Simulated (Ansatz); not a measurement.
`CC(=O)[O][SnH3]`, 11 atoms. The species carries charge 0 and has multiplicity 1. Correlated methods include outer-core shells of Sn, which these sets cover unevenly. Sn takes the def2 core potential. All runs use 4 threads of an Arm Neoverse V2 on a shared host. Correlated methods freeze the cores.

How many basis functions does each run have, and how long does it take in Ansatz? RKS PBE0-D4/def2-TZVP relaxation (23 steps); RKS ωB97M-V/def2-SVP energy; RHF-CCSD(T)/def2-SVP energy; RKS PBE0-D4/def2-SVP energy; RKS PBE-QIDH (frozen core)/def2-TZVPP energy; RKS ωB97M-V/def2-TZVPP energy and forces; direct RPA on PBE orbitals/def2-TZVPP energy; RKS PBE0-D4/def2-TZVPP energy; RKS PBE0-D4/def2-TZVP frequencies; RKS r2SCAN-D4/def2-TZVPP energy and forces; RHF-MP2/def2-QZVPP energy; RKS PBE0-D4/def2-QZVPP energy. (Estimate.)

Computed: Other jobs shared the machine, so times are rough.

| level | job | functions | wall time | peak host memory (GiB) |
| --- | --- | --- | --- | --- |
| RKS PBE0-D4/def2-SVP | energy | 112 | 1.1 s | 0.26 |
| RKS PBE0-D4/def2-TZVPP | energy | 258 | 2.6 s | 0.66 |
| RKS r2SCAN-D4/def2-TZVPP | energy and forces | 258 | 4 s | 0.36 |
| RKS ωB97M-V/def2-SVP | energy | 112 | 4.1 s | 0.37 |
| RKS PBE-QIDH (frozen core)/def2-TZVPP | energy | 258 | 6 s | 0.74 |
| RKS PBE0-D4/def2-QZVPP | energy | 490 | 6.5 s | 1.7 |
| direct RPA on PBE orbitals/def2-TZVPP | energy | 258 | 7.5 s | 0.74 |
| RHF-CCSD(T)/def2-SVP | energy | 112 | 8.5 s | 0.68 |
| RKS ωB97M-V/def2-TZVPP | energy and forces | 258 | 11 s | 0.96 |
| RHF-MP2/def2-QZVPP | energy | 490 | 20 s | 3.1 |
| RKS PBE0-D4/def2-TZVP | relaxation (23 steps) | 210 | 70 s | 0.59 |
| RKS PBE0-D4/def2-TZVP | frequencies | 210 | 2.5 min | 0.6 |
